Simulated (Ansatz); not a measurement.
Computed with Ansatz on PBE0-D4/def2-TZVP structures; ΔE is electronic, products minus reactants. CCSD(T)/CBS adds triple-zeta CCSD(T) − MP2 to the extrapolated MP2 energy (def2 sets, frozen cores). This one scheme is used for every species, atoms too. For atomizations the MP2-based limit and the directly extrapolated one differ by several kJ/mol either way, and by 10 to 25 for some Ge, Se and Sn compounds, so smaller differences from it don't rank the levels. Functionals use def2-TZVPP. B3LYP here is the variant with VWN-RPA as its local correlation; programs differ in this. HSE06 is defined as in plane-wave codes. No spin–orbit coupling; open shells (•) take unrestricted orbitals. Spin–orbit coupling would lower the free atoms: a little for B, Si; clearly for Ga. For Ga outer-core shells are correlated without core-valence functions, so the limit isn't a true one: a few kJ/mol of doubt a bond, and 10 to 20 or more in all where bonds break to atoms. Scalar relativity is left out up to krypton. Each species was taken in one conformer, which may not be the lowest.

Reaction (atomization): `N[B]([SiH3])[GaH2]` → B• + Ga• + 7 H• + N• + Si•

`N[B]([SiH3])[GaH2]`:

Cartesian coordinates in Å:
```
N -0.600 0.553 1.452
B -0.140 0.017 0.256
Si 1.033 1.126 -0.948
Ga -0.747 -1.964 -0.173
H -0.380 1.486 1.769
H -1.190 0.050 2.097
H 0.401 1.291 -2.289
H 1.315 2.494 -0.412
H 2.345 0.452 -1.169
H -1.685 -2.712 0.870
H -0.352 -2.794 -1.453
```

| level | ΔE (eV) | difference from CCSD(T)/CBS |
| --- | --- | --- |
| LDA (SPW92) | 38.60 | 4.32 |
| PBE-D4 | 34.45 | 0.17 |
| revPBE-D4 | 33.77 | -0.51 |
| BLYP-D4 | 34.10 | -0.18 |
| r2SCAN-D4 | 34.36 | 0.08 |
| B97M-V | 34.60 | 0.32 |
| PBE0-D4 | 34.14 | -0.14 |
| B3LYP-D4 | 34.36 | 0.08 |
| r2SCANh-D4 | 34.21 | -0.07 |
| r2SCAN0-D4 | 34.00 | -0.28 |
| HSE06-D4 | 34.15 | -0.13 |
| BHLYP-D4 | 33.75 | -0.53 |
| CAM-B3LYP-D4 | 34.54 | 0.26 |
| ωB97X-V | 34.59 | 0.31 |
| ωB97M-V | 34.36 | 0.08 |
| B2PLYP | 33.87 | -0.41 |
| PBE-QIDH | 33.96 | -0.32 |
| PBE | 34.21 | -0.07 |
| revPBE | 33.13 | -1.15 |
| BLYP | 33.58 | -0.70 |
| r2SCAN | 34.30 | 0.02 |
| PBE0 | 33.93 | -0.35 |
| r2SCANh | 34.14 | -0.14 |
| HSE06 | 33.96 | -0.32 |
| CAM-B3LYP | 34.33 | 0.05 |
| LC-ωPBE | 34.18 | -0.10 |
| HF/def2-SVP | 25.35 | -8.93 |
| MP2/def2-SVP | 32.23 | -2.05 |
| CCSD/def2-SVP | 31.97 | -2.31 |
| CCSD(T)/def2-SVP | 32.27 | -2.01 |
| HF/def2-TZVPP | 25.19 | -9.09 |
| MP2/def2-TZVPP | 33.47 | -0.81 |
| SCS-MP2/def2-TZVPP | 33.72 | -0.56 |
| CCSD/def2-TZVPP | 33.09 | -1.19 |
| CCSD(T)/def2-TZVPP | 33.49 | -0.79 |
| MP2/def2-QZVPP | 33.94 | -0.34 |
| SCS-MP2/def2-QZVPP | 34.27 | -0.01 |
| HF/CBS(def2) | 25.24 | -9.04 |
| MP2/CBS(def2) | 34.26 | -0.02 |
| CCSD/CBS(def2) | 33.87 | -0.41 |
| CCSD(T)/CBS | 34.28 | 0 |

Largest T1 diagnostic among the species: 0.014.

From r2SCAN to r2SCAN0 (25 % exact exchange), in def2-TZVPP and without D4, ΔE moves by −0.37 eV: exact exchange takes away binding that semilocal exchange gives to molecules. At CCSD(T), def2-SVP lies −2.00 eV from the extrapolated value and def2-TZVPP −0.78 eV: correlation converges slowly with the basis, and small sets miss more of it in the bonded molecule than in its fragments. In def2-TZVPP, CCSD(T) changes the Hartree–Fock value by +8.30 eV (the triples alone add +0.40 eV) and MP2 by +8.28 eV; breaking electron pairs costs correlation energy, which Hartree–Fock lacks.
